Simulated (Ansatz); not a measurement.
`N[SiH](O)[SiH2]F`, relaxed with RKS PBE-D4/def2-SVP in the Gaussian-basis code of Ansatz from a rough embedded geometry. The force threshold is 0.03 eV/Å; the program also tests the step.

Total charge 0; spin multiplicity 1.

Start:

```xyz
11

N     1.290    1.162    0.059
Si    0.367   -0.045   -0.557
O     1.418   -1.302   -0.439
Si   -1.681   -0.477    0.565
F    -1.445   -0.843    2.041
H     2.203    1.249   -0.471
H     0.872    2.090   -0.106
H     0.192    0.243   -1.956
H     1.777   -1.423    0.505
H    -2.467   -1.500   -0.138
H    -2.526    0.846    0.497
```

```
         step  energy (eV)  largest force (eV/Å)  largest move (Å)
            1  -22084.3779                 4.504             0.000
            2  -22085.0872                 2.018             0.195
            3  -22085.2743                 0.447             0.163
            4  -22085.3065                 0.379             0.128
            5  -22085.3260                 0.214             0.032
            6  -22085.3357                 0.156             0.062
            7  -22085.3430                 0.360             0.102
            8  -22085.3517                 0.184             0.099
            9  -22085.3530                 0.350             0.066
10 (rejected)  -22085.3502                 0.829             0.101
           11  -22085.3580                 0.116             0.050
           13  -22085.3623                 0.124             0.049
           15  -22085.3714                 0.593             0.073
           17  -22085.3883                 0.306             0.169
           19  -22085.4003                 0.180             0.009
           21  -22085.4155                 0.244             0.074
           23  -22085.4236                 0.117             0.096
           25  -22085.4284                 0.085             0.030
           27  -22085.4304                 0.037             0.057
           29  -22085.4310                 0.066             0.010
           31  -22085.4313                 0.018             0.019
```

End:

```xyz
11

N     1.025    1.559   -0.454
Si    0.545   -0.099   -0.642
O     1.449   -1.304    0.132
Si   -1.546   -0.395    0.409
F    -1.148   -1.497    1.595
H     1.826    1.913   -0.984
H     0.983    2.005    0.466
H     0.621   -0.363   -2.116
H     0.983   -1.642    0.923
H    -2.638   -1.000   -0.431
H    -2.100    0.823    1.103
```

Run time 36 s (4 threads of an Intel Xeon Platinum 8488C on a shared host); peak host memory 0.18 GiB.
